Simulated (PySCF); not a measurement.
Compound: C6H9O3 (charge -1).
Numbering: `[CH3:1][C:2](=[O:3])/[CH:4]=[C:5](/[O-:6])[CH2:7][CH2:8][OH:9]` (hydrogens: H10, H11, H12 on C1; H13 on C4; H14, H15 on C7; H16, H17 on C8; H18 on O9)

Computed, not measured: PBE0-D3(BJ)/def2-SVP geometry optimisation, gas phase in PySCF.

(1) What internal coordinates does the optimisation give?

## Answers

(1) 
| bond | length (bohr) |
| --- | --- |
| C1–C2 | 2.903 |
| C2=O3 | 2.345 |
| C2–C4 | 2.692 |
| C4=C5 | 2.667 |
| C5–O6 | 2.379 |
| C5–C7 | 2.880 |
| C7–C8 | 2.880 |
| C8–O9 | 2.639 |
| C1–H10, C1–H11, C1–H12 | 2.081 |
| C4–H13 | 2.070 |
| C7–H14, C7–H15 | 2.084 |
| C8–H16, C8–H17 | 2.101 |
| O9–H18 | 1.876 |

Bonds in one row agree within 0.02 bohr and their mean is given. A selection of angles:
| angle | degrees |
| --- | --- |
| C1–C2–O3 | 117.0 |
| C1–C2–C4 | 114.4 |
| O3–C2–C4 | 128.7 |
| C2–C4–C5 | 128.8 |
| C4–C5–O6 | 122.6 |
| C4–C5–C7 | 120.4 |
| O6–C5–C7 | 117.0 |
| C5–C7–C8 | 111.4 |
| C7–C8–O9 | 112.3 |
| H18–O9–C8 | 101.4 |

Dihedral angles: C1–C2–C4–C5 177° (antiperiplanar); C2–C4–C5–O6 -177° (antiperiplanar); C4–C5–C7–C8 -142° (anticlinal); C5–C7–C8–O9 -59° (synclinal); H18–O9–C8–C7 41° (synclinal). The mirror-image conformer, all signs reversed, is as good.

The 5 C–C bonds span 1.411 Å (C4=C5, drawn double in one of several resonance forms) to 1.536 Å (C1–C2, drawn single), a spread of 0.125 Å. C4 (carbon bonded to 2 C and H) is planar (angles 128.8°, 117.3° and 113.9°, sum 360.0°, 0.01 Å off the plane of its three neighbours). H18 on O9 lies 1.68 Å from O6, 5 bonds away (angle at H 150°; Bondi radii sum to 2.72 Å): the geometry of an intramolecular hydrogen bond. The C–O distances run from 1.241 Å (C2=O3, drawn double) to 1.397 Å (C8–O9, drawn single), a spread of 0.156 Å. C5 (vinylic carbon bearing oxygen) is planar (angles 122.6°, 120.4° and 117.0°, sum 360.0°, 0.00 Å off the plane of its three neighbours). Of the pairs four or more bonds apart, those above aside, O3···H14 is among the closest relative to their van der Waals radii: 2.15 Å, 79 % of the sum of Bondi's values. C2 (ketone carbonyl carbon) is planar (angles 128.7°, 117.0° and 114.4°, sum 360.0°, 0.01 Å off the plane of its three neighbours).

Point group: C1 (no symmetry element, even within 0.4 Å). Not checked by PBE0-D3(BJ)/def2-SVP frequencies. The geometry's basis has no diffuse functions, a weakness for an anion. Torsions: C1–C2–C4–C5 177°, C4–C5–C7–C8 -142°, C5–C7–C8–O9 -59°, C7–C8–O9–H 41°.
